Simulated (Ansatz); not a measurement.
Ga5O14H13, a hydroxylated oxide cluster, relaxed as a singlet with RKS PBE-D4/def2-SVP in Ansatz, starting from the GFN2-xTB geometry. Force threshold 0.03 eV/Å.

Single mean-field runs in def2-SVP are fitted with def2-universal-jkfit.

Start:

| atom | x (Å) | y (Å) | z (Å) |
| --- | --- | --- | --- |
| Ga1 | 0.5372 | -0.3129 | 1.5624 |
| Ga2 | -1.3525 | -0.8241 | -1.1248 |
| Ga3 | 2.7547 | -1.0684 | 3.6416 |
| Ga4 | 1.8630 | 0.3940 | -1.4499 |
| Ga5 | -3.3571 | 1.2787 | -1.4236 |
| O6 | -2.6178 | -0.0049 | -2.5810 |
| O7 | -5.0867 | 1.3876 | -1.3473 |
| O8 | -1.3200 | -2.4336 | -1.8065 |
| O9 | -0.5419 | 1.0440 | 1.7746 |
| O10 | 1.9895 | 0.0937 | 0.4418 |
| O11 | 2.4008 | 2.0178 | -1.7619 |
| O12 | -2.4026 | 2.7340 | -1.5692 |
| O13 | -2.5980 | 0.1262 | -0.0771 |
| O14 | -0.0219 | 0.4361 | -1.5741 |
| O15 | 2.5912 | -0.9183 | -2.3229 |
| O16 | -0.4496 | -1.4796 | 0.5395 |
| O17 | 4.0411 | -0.4501 | 2.6281 |
| O18 | 1.1541 | -1.1258 | 3.0047 |
| O19 | 3.1053 | -1.5976 | 5.2591 |
| H20 | -2.5674 | 0.0295 | -3.5382 |
| H21 | -5.5856 | 0.5849 | -1.2028 |
| H22 | -1.8190 | -2.6127 | -2.6029 |
| H23 | -0.2826 | 1.8160 | 2.2758 |
| H24 | 2.8678 | -0.0375 | 0.8233 |
| H25 | 3.1123 | 2.1554 | -2.3826 |
| H26 | -2.8372 | 3.5784 | -1.4764 |
| H27 | -2.2803 | 0.4453 | 0.7786 |
| H28 | -0.3849 | 1.3299 | -1.6702 |
| H29 | 2.2092 | -1.7939 | -2.2870 |
| H30 | -0.4006 | -2.4330 | 0.6541 |
| H31 | 4.9088 | -0.4374 | 3.0335 |
| H32 | 2.3708 | -1.9218 | 5.7816 |

Problem. Estimate the energy that the relaxation releases and the steps that it takes.

Solution. 43.2 kcal/mol, in 30 steps; 2.3 min on 2 threads of AMD EPYC 7R13 on a shared host and a share (18 GiB) of an NVIDIA H100 80GB HBM3. No frequencies were taken in this run, so the end may be a saddle point.

Problem. Does the start keep its bonding and symmetry?

Solution. By distances, no bond broke or formed. The bond that changes most is Ga5–O12, from 1.75 to 1.88 Å (atoms count from 1). A close non-bonded pair moves further: O15–H30, from 4.48 to 1.69 Å.

Problem. Predict the relaxed structure.

Solution. 
Cartesian coordinates in Å:
```
Ga 0.174 -0.111 1.684
Ga -1.289 -0.959 -1.162
Ga 2.632 -0.853 3.444
Ga 1.741 0.249 -1.117
Ga -3.267 1.111 -1.149
O -2.588 -0.021 -2.545
O -4.892 1.871 -1.238
O -0.726 -2.376 -2.169
O -1.383 0.869 1.752
O 1.590 0.791 0.719
O 2.951 1.300 -1.946
O -1.882 2.289 -0.686
O -2.773 -0.372 -0.039
O -0.096 0.562 -1.565
O 1.853 -1.601 -1.120
O -0.251 -1.504 0.447
O 3.566 0.238 2.319
O 0.871 -0.764 3.240
O 3.593 -1.806 4.613
H -2.051 0.447 -3.214
H -5.586 1.215 -1.431
H -1.189 -2.403 -3.026
H -1.371 1.625 1.116
H 2.463 0.762 1.224
H 3.452 0.785 -2.603
H -2.075 3.235 -0.813
H -2.364 -0.006 0.832
H -0.536 1.422 -1.286
H 1.261 -1.994 -1.807
H 0.619 -1.809 0.018
H 4.537 0.171 2.340
H 3.016 -2.365 5.166
```
Bond lengths (bridged metal pairs left out): 20 × Ga–O 1.77 to 2.12 Å; 13 × H–O 0.97 to 1.03 Å.
